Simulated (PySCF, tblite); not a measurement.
Isomers of C5H6FNSi, one GFN2-xTB conformer each. Single-point energies are computed at PBE0/pcSseg-1 (PySCF, gas phase, no added dispersion term), electronic only.

| SMILES | GFN2-xTB relative energy (kcal/mol) |
| --- | --- |
| [H]/N=C/[C@H]1[C@H](F)[Si@H]1C#C | 104.3 |
| N#CC1=CC[Si@H](F)C1 | 0.0 |

Conformers: `[H]/[N:8]=[CH:7]/[C@@H:6]1[Si@H:3]([C:2]#[CH:1])[C@H:4]1[F:5]` with C4–C6–C7–N8 158°.

Q: What does PBE0/pcSseg-1 give for the same structures?

A: 
```json
{"SMILES": "N#CC1=CC[Si@H](F)C1", "PBE0/pcSseg-1 E (Eh)": "-637.70922", "PBE0/pcSseg-1 (kcal/mol)": "0.0", "GFN2-xTB (kcal/mol)": "0.0", "point group": "C1"}
{"SMILES": "[H]/N=C/[C@H]1[C@H](F)[Si@H]1C#C", "PBE0/pcSseg-1 E (Eh)": "-637.53115", "PBE0/pcSseg-1 (kcal/mol)": "111.7", "GFN2-xTB (kcal/mol)": "104.3", "point group": "C1"}
```

Both levels put the same isomer lowest. As drawn, the lower has a C≡N group, an Si–F bond and a C=C bond outside aromatic rings, which the higher lacks; the higher has a three-membered ring, a C≡C bond and a C=N bond, which the lower lacks.

Q: Which frontier levels, dipoles and rotational constants go with these structures?

A: 
```csv
SMILES,"HOMO (eV, PBE0/pcSseg-1)",LUMO (eV),dipole (D),"A, B, C (MHz)"
N#CC1=CC[Si@H](F)C1,-7.85,-1.28,4.02,"4173, 1005, 880.4"
[H]/N=C/[C@H]1[C@H](F)[Si@H]1C#C,-6.95,-1.03,3.28,"1805, 1407, 890.9"
```

Q: What happens when harmonic zero-point energies from GFN2-xTB frequencies are added?

A: 
```tsv
SMILES	ZPE (kcal/mol)	electronic (kcal/mol)	with ZPE (kcal/mol)
N#CC1=CC[Si@H](F)C1	60.2	0.0	0.0
[H]/N=C/[C@H]1[C@H](F)[Si@H]1C#C	58.0	111.7	109.5
```

The zero-point energies span 2.2 kcal/mol. The order is unchanged.
